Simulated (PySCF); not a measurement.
VF5, optimised at HF/6-31G*:

```xyz
6

V     -0.0180     0.0094    -0.0002
F      0.3046     0.7172    -1.4639
F     -1.1256    -1.0368    -0.7502
F      1.0897     1.0557     0.7498
F     -1.2308     0.6057     0.9594
F      0.8724    -1.2946     0.5040
```

Method: PySCF energies (xtb for GFN2) plus ideal-gas RRHO corrections (1 bar). 6-31G* has spherical d functions here. All species are closed-shell singlets. B3LYP is the form with VWN-RPA correlation.

Problem. List the harmonic frequencies (cm⁻¹, unscaled) at this level and at the other levels, each on its own geometry.

Solution. 
- HF/6-31G*: 131, 131, 327, 327, 382, 391, 391, 680, 845, 869, 932, 932
- B3LYP/6-31G*: 118, 118, 290, 290, 344, 353, 353, 632, 754, 802, 844, 844
- GFN2-xTB: 121, 121, 304, 304, 354, 361, 361, 448, 564, 606, 606, 689
- PBE/def2-SVP: 115, 116, 278, 279, 334, 342, 342, 601, 708, 749, 805, 805
- PBE0/def2-TZVP: 113, 114, 285, 286, 341, 348, 348, 623, 754, 789, 834, 834
